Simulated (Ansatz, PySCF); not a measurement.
Al(I)(OH)(OMe) (CH₄AlIO₂), SMILES C[O][Al]([OH])[I]. Atoms are numbered in the order given.

```xyz
9

Al    -0.6719     1.0338     0.0000
I      0.1897    -1.2793     0.0000
O     -2.3484     1.2639     0.0000
H     -2.7773     2.1252     0.0000
O      0.3902     2.3457     0.0000
C      1.7725     2.5711     0.0000
H      2.3559     1.6314     0.0000
H      2.0667     3.1529    -0.8915
H      2.0667     3.1529     0.8915
```

Coordinates come from a B3LYP-D3(BJ)/def2-SVP optimisation. The structure was generated by enumeration; whether it is a known compound was not checked. The def2 effective core potentials stand for the cores of I; spin–orbit coupling is left out. One conformer was computed; it need not be the lowest.

Vertical ionisation energy (IE) and electron affinity (EA) in eV. Rows of orbital energies are one-electron estimates. Where ΔSCF, EOM or ADC give a negative EA the extra electron is unbound and the value depends on the basis.

| level | IE | EA |
|---|---|---|
| −ε(HOMO), −ε(LUMO), PBE0/def2-TZVP (PySCF) | 7.80 | 0.90 |
| −ε(HOMO), −ε(LUMO), PBE/def2-TZVP (PySCF) | 6.62 | 1.74 |
| ΔSCF, PBE0/def2-SVPD (Ansatz), final states of multiplicity 2 and 2 | 9.94 | -0.13 |
| ΔSCF, PBE/def2-SVPD (Ansatz), final states of multiplicity 2 and 2 | 9.48 | 0.04 |

Q: What vertical singlet–triplet gap does ΔSCF give with PBE0/def2-SVPD (Ansatz, a first-principles code) and with PBE/def2-SVPD (Ansatz)? (The exact figures need the calculation; the answer reports its results.)

A: 5.44 and 4.91 eV (triplet above singlet where positive).
